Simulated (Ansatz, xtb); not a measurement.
**FH2OSSi−: which of two isomers lies lower**

Structure I: `[O-][Si@H](F)S`, a singlet. Structure II: `O[Si@H](F)[S-]`, a singlet. Both are isolated ions in the gas phase, relaxed with PBE0-D3(BJ)/def2-SVPD; the shapes shown needn't be the lowest conformers.

I (Å):

```yaml
atoms:
  - { symbol: F, position_ang: [1.8825, -1.0124, 2.1909] }
  - { symbol: O, position_ang: [-0.4439, 0.1023, 3.2326] }
  - { symbol: S, position_ang: [0.4293, 0.7425, 0.2313] }
  - { symbol: Si, position_ang: [0.2746, -0.5767, 2.0214] }
  - { symbol: H, position_ang: [-0.2715, -1.8700, 1.4800] }
  - { symbol: H, position_ang: [-0.4101, 1.6454, 0.7808] }
```

II (Å):

| atom | x (Å) | y (Å) | z (Å) |
| --- | --- | --- | --- |
| F | 0.8806 | 1.5080 | 2.0486 |
| O | -0.5487 | -0.6195 | 2.6514 |
| S | 0.0011 | -0.2434 | -0.4048 |
| Si | 0.5975 | -0.0549 | 1.5266 |
| H | -1.3487 | -0.8375 | 2.1632 |
| H | 1.8778 | -0.7066 | 1.9552 |

Task: Estimate E(II) − E(I) at the level CCSD(T)/def2-SVPD + ΔMP2/def2-TZVPPD.

Result: Calculated at CCSD(T)/def2-SVPD + ΔMP2/def2-TZVPPD: E(II) − E(I) = −17.9 kcal/mol, so structure II lies lower.

Level by level:

```json
{"level": "GFN2-xTB", "geometry": "GFN2-xTB", "E(II) − E(I) (kcal/mol)": "+6.2", "departure from the last row (kcal/mol)": "+24.1", "job, with rough time for the two": "optimisation, 0.24 s"}
{"level": "HF/STO-3G", "geometry": "GFN2-xTB", "E(II) − E(I) (kcal/mol)": "−34.4", "departure from the last row (kcal/mol)": "−16.5", "job, with rough time for the two": "single point, 0.24 s"}
{"level": "r2SCAN-D4/def2-SVPD", "geometry": "GFN2-xTB", "E(II) − E(I) (kcal/mol)": "−20.9", "departure from the last row (kcal/mol)": "−3.0", "job, with rough time for the two": "single point, 4 s"}
{"level": "PBE0-D3(BJ)/def2-SVPD", "geometry": "PBE0-D3(BJ)/def2-SVPD", "E(II) − E(I) (kcal/mol)": "−21.2", "departure from the last row (kcal/mol)": "−3.3", "job, with rough time for the two": "optimisation, 52 s"}
{"level": "HF/def2-SVPD", "geometry": "PBE0-D3(BJ)/def2-SVPD", "E(II) − E(I) (kcal/mol)": "−25.7", "departure from the last row (kcal/mol)": "−7.8", "job, with rough time for the two": "part of the CCSD(T) run"}
{"level": "MP2/def2-SVPD", "geometry": "PBE0-D3(BJ)/def2-SVPD", "E(II) − E(I) (kcal/mol)": "−19.1", "departure from the last row (kcal/mol)": "−1.2", "job, with rough time for the two": "part of the CCSD(T) run"}
{"level": "CCSD(T)/def2-SVPD", "geometry": "PBE0-D3(BJ)/def2-SVPD", "E(II) − E(I) (kcal/mol)": "−19.0", "departure from the last row (kcal/mol)": "−1.2", "job, with rough time for the two": "single point"}
{"level": "CCSD(T)/def2-SVPD + ΔMP2/def2-TZVPPD", "geometry": "PBE0-D3(BJ)/def2-SVPD", "E(II) − E(I) (kcal/mol)": "−17.9", "departure from the last row (kcal/mol)": "", "job, with rough time for the two": "single point, 28 s"}
```

As drawn, II has 1 O–H in place of 1 S–H.

GFN2-xTB puts the two in the other order. The largest departure from CCSD(T)/def2-SVPD + ΔMP2/def2-TZVPPD is that of GFN2-xTB, 24.1 kcal/mol. The last row adds to CCSD(T) the change of the MP2 difference between the two basis sets, here +1.2 kcal/mol.

With harmonic frequencies from PBE0-D3(BJ)/def2-SVPD (ideal gas, rigid rotor, one conformer each, 298.15 K, 1 atm): on the last row, ΔE + ΔZPE = −15.7, ΔH = −16.0, ΔG = −15.2 kcal/mol.

The correlated steps freeze 12 core orbitals. Run with Ansatz 0.2.0, xtb 6.7.1; the last row on 2 threads of Arm Neoverse V1 on a shared host.
